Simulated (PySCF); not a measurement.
## Sm⁺ (samarium, charge +1): B97-3 calculation

Configuration: [Xe] 4f5 5d1 6s1, one real determinant (an excited configuration). All numbers are calculated (PySCF 2.14, scalar relativity by spin-free X2C-1e, in ANO-RCC-VTZP (8s7p5d3f2g1h, 104 functions)).

```json
{
 "Total energy": "-10425.47 hartree",
 "One-electron energy": "-14219.48 hartree",
 "Hartree (Coulomb) energy": "4032.13 hartree",
 "Exchange-correlation energy": "-238.11 hartree",
 "⟨S²⟩": "15.7527",
 "⟨L²⟩": "30.043",
 "Sum of ⟨r⟩": "39.94 bohr",
 "Sum of ⟨r²⟩": "60.91 bohr²",
 "Traceless quadrupole moment −½Σ⟨3z² − r²⟩ along its main axis": "1.29 e·bohr²",
 "Langevin diamagnetic susceptibility": "-48.2 ×10⁻⁶ cm³/mol",
 "Time after the integrals": "about 21 core-seconds"
}
```

```json
{"shell": "1s α", "electrons": "1", "mean orbital energy (eV)": "-46695.4", "spread (eV)": "0", "rms radius, mean of both spins (bohr)": "0.0259"}
{"shell": "1s β", "electrons": "1", "mean orbital energy (eV)": "-46695.3", "spread (eV)": "0", "rms radius, mean of both spins (bohr)": "0.0259"}
{"shell": "2s α", "electrons": "1", "mean orbital energy (eV)": "-7675.6", "spread (eV)": "0", "rms radius, mean of both spins (bohr)": "0.105"}
{"shell": "2s β", "electrons": "1", "mean orbital energy (eV)": "-7675.5", "spread (eV)": "0", "rms radius, mean of both spins (bohr)": "0.105"}
{"shell": "2p α", "electrons": "3", "mean orbital energy (eV)": "-6857.2", "spread (eV)": "0.078", "rms radius, mean of both spins (bohr)": "0.0941"}
{"shell": "2p β", "electrons": "3", "mean orbital energy (eV)": "-6857.1", "spread (eV)": "0.092", "rms radius, mean of both spins (bohr)": "0.0941"}
{"shell": "3s α", "electrons": "1", "mean orbital energy (eV)": "-1707.6", "spread (eV)": "0", "rms radius, mean of both spins (bohr)": "0.272"}
{"shell": "3s β", "electrons": "1", "mean orbital energy (eV)": "-1705.5", "spread (eV)": "0", "rms radius, mean of both spins (bohr)": "0.272"}
{"shell": "3p α", "electrons": "3", "mean orbital energy (eV)": "-1449.2", "spread (eV)": "0.356", "rms radius, mean of both spins (bohr)": "0.272"}
{"shell": "3p β", "electrons": "3", "mean orbital energy (eV)": "-1447.1", "spread (eV)": "0.483", "rms radius, mean of both spins (bohr)": "0.272"}
{"shell": "3d α", "electrons": "5", "mean orbital energy (eV)": "-1094.4", "spread (eV)": "0.309", "rms radius, mean of both spins (bohr)": "0.250"}
{"shell": "3d β", "electrons": "5", "mean orbital energy (eV)": "-1092.5", "spread (eV)": "0.569", "rms radius, mean of both spins (bohr)": "0.250"}
{"shell": "4s α", "electrons": "1", "mean orbital energy (eV)": "-357.83", "spread (eV)": "0", "rms radius, mean of both spins (bohr)": "0.615"}
{"shell": "4s β", "electrons": "1", "mean orbital energy (eV)": "-352.76", "spread (eV)": "0", "rms radius, mean of both spins (bohr)": "0.615"}
{"shell": "4p α", "electrons": "3", "mean orbital energy (eV)": "-271.86", "spread (eV)": "0.445", "rms radius, mean of both spins (bohr)": "0.652"}
{"shell": "4p β", "electrons": "3", "mean orbital energy (eV)": "-266.58", "spread (eV)": "0.779", "rms radius, mean of both spins (bohr)": "0.652"}
{"shell": "4d α", "electrons": "5", "mean orbital energy (eV)": "-149.47", "spread (eV)": "0.865", "rms radius, mean of both spins (bohr)": "0.721"}
{"shell": "4d β", "electrons": "5", "mean orbital energy (eV)": "-143.41", "spread (eV)": "1.264", "rms radius, mean of both spins (bohr)": "0.721"}
{"shell": "5s α", "electrons": "1", "mean orbital energy (eV)": "-57.153", "spread (eV)": "0", "rms radius, mean of both spins (bohr)": "1.48"}
{"shell": "5s β", "electrons": "1", "mean orbital energy (eV)": "-54.283", "spread (eV)": "0", "rms radius, mean of both spins (bohr)": "1.48"}
{"shell": "5p α", "electrons": "3", "mean orbital energy (eV)": "-35.090", "spread (eV)": "0.200", "rms radius, mean of both spins (bohr)": "1.73"}
{"shell": "5p β", "electrons": "3", "mean orbital energy (eV)": "-32.742", "spread (eV)": "0.801", "rms radius, mean of both spins (bohr)": "1.73"}
{"shell": "4f α", "electrons": "5", "mean orbital energy (eV)": "-18.814", "spread (eV)": "1.215", "rms radius, mean of both spins (bohr)": "1.02"}
{"shell": "5d α", "electrons": "1", "mean orbital energy (eV)": "-10.236", "spread (eV)": "0", "rms radius, mean of both spins (bohr)": "2.80"}
{"shell": "6s α", "electrons": "1", "mean orbital energy (eV)": "-9.840", "spread (eV)": "0", "rms radius, mean of both spins (bohr)": "3.97"}
```

⟨L²⟩ = 30.04 against 56 for a pure K term, so this real determinant mixes terms. Spin-orbit coupling, absent here, splits the open shell strongly.

Densities and radii are taken from the X2C orbitals without a picture-change correction, which distorts them close to the nucleus.
